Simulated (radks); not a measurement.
Results of a calculation; reference values are marked as such.
Coulomb parameter of the 4f shell of the promethium ion Pm3+ in the model configuration [Xe] 4f3 6s1, as a second difference U = [E(n + 0.5) + E(n - 0.5) - 2 E(n)] / (0.5)^2 with all orbitals relaxed. "Bare": the charge of the atom changes with n. "Screened": the 6s shell takes up the change at fixed total charge, which measures U(4f,4f) + U(6s,6s) - 2 U(4f,6s). Code: a radial shooting solver on a logarithmic mesh with Libxc functionals. Model: Dirac Kohn-Sham, PBEsol, spin-unpolarised, spherical densities, point nucleus; open shells are shared between the two j in proportion to 2j + 1.

case              configuration  E - E(n) (eV)
start              [Xe] 4f3 6s1          0.000
bare +0.5        [Xe] 4f3.5 6s1        -18.444
bare -0.5        [Xe] 4f2.5 6s1         23.309
screened +0.5  [Xe] 4f3.5 6s0.5         -7.857
screened -0.5  [Xe] 4f2.5 6s1.5          9.906

U(bare) = 19.460 eV, U(screened by 6s) = 8.194 eV.
